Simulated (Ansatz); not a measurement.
Gas-phase electronic energies from Ansatz, PBE0-D4/def2-TZVP geometries. CCSD(T)/CBS adds triple-zeta CCSD(T) − MP2 to the extrapolated MP2 energy (def2 sets, frozen cores). This one scheme is used for every species. DFT in def2-TZVPP. B3LYP here is the variant with VWN-RPA as its local correlation; programs differ in this. One conformer a species, not always the lowest.

Consider the formal exchange of groups at a B–C bond: `BCOCO` + `CC[SiH2]S` → `BC(C)[SiH2]S` + `COCO`.

Problem. Is it downhill or uphill in electronic energy at CCSD(T)/CBS, and by how much? (Estimate.)

Solution. Ansatz gave: Downhill: ΔE = -3.2 kcal/mol.

Problem. What do these levels give: r2SCAN-D4, B3LYP-D4, PBE, r2SCAN, PBE0, B3LYP, HF/def2-TZVPP, MP2/def2-TZVPP, MP2/def2-QZVPP, SCS-MP2/def2-QZVPP, HF/CBS(def2), CCSD/CBS(def2)? (Estimate.)

Solution. Ansatz gave: r2SCAN-D4 -3.2, B3LYP-D4 -2.4, PBE -2.9, r2SCAN -3.0, PBE0 -2.6, B3LYP -0.9, HF/def2-TZVPP 1.1, MP2/def2-TZVPP -4.0, MP2/def2-QZVPP -4.0, SCS-MP2/def2-QZVPP -2.9, HF/CBS(def2) 1.1, CCSD/CBS(def2) -2.4 kcal/mol.

Largest T1 diagnostic among the species: 0.011.

The D4 term adds −1.5 kcal/mol with B3LYP and −0.8 kcal/mol with PBE0; it sums over pairs of atoms, weighted by their polarisabilities, and B3LYP, whose exchange is more repulsive, gets the larger term. In def2-TZVPP, CCSD(T) changes the Hartree–Fock value by −4.4 kcal/mol (the triples alone add −0.8 kcal/mol) and MP2 by −5.1 kcal/mol.
